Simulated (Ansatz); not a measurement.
Reactions of `N[B]([SiH3])[GeH3]`.

Program: Ansatz. Geometries: PBE0-D4/def2-TZVP. ΔE: electronic, gas phase. CCSD(T)/CBS is the MP2 limit (def2-TZVPP, def2-QZVPP) plus CCSD(T) − MP2 in def2-TZVPP, frozen cores. This one scheme is used for every species. def2 core potentials past Kr. For Ge, Mg, Sb outer-core shells are correlated without core-valence functions, which leaves a few kJ/mol of doubt a bond. Scalar relativity is left out up to krypton. Each species was taken in one conformer, which may not be the lowest.

**Question.** Order these by ΔE at CCSD(T)/CBS, lowest first. (Estimate.)
A. `N[B]([SiH3])[GeH3]` + `NC(O)O` → `NC(O)O[SiH3]` + `N[BH][GeH3]`
B. `N[B]([SiH3])[GeH3]` + `O[Si]O[SiH3]` → `[SiH3]O[Si]O[SiH3]` + `N[BH][GeH3]`
C. `N[B]([SiH3])[GeH3]` + `[NH2][SbH][OH]` → `[OH][SbH][NH][SiH3]` + `N[BH][GeH3]`
D. `N[B]([SiH3])[GeH3]` + H₂ → `N[BH][GeH3]` + SiH₄
E. `N[B]([SiH3])[GeH3]` + H–F → `NB(F)[SiH3]` + GeH₄
F. `N[B]([SiH3])[GeH3]` + `[OH][Mg][N]([SiH3])[SiH3]` → `[SiH3][O][Mg][N]([SiH3])[SiH3]` + `N[BH][GeH3]`
G. `N[B]([SiH3])[GeH3]` + `C[SiH3]` → `NB([SiH3])C[SiH3]` + GeH₄

**Answer.** F (-32.6 kcal/mol), E (-29.2 kcal/mol), B (-25.4 kcal/mol), A (-22.4 kcal/mol), C (-17.7 kcal/mol), D (-7.6 kcal/mol), G (-1.8 kcal/mol).

Largest T1 diagnostic: 0.014, for `[NH2][SbH][OH]`.
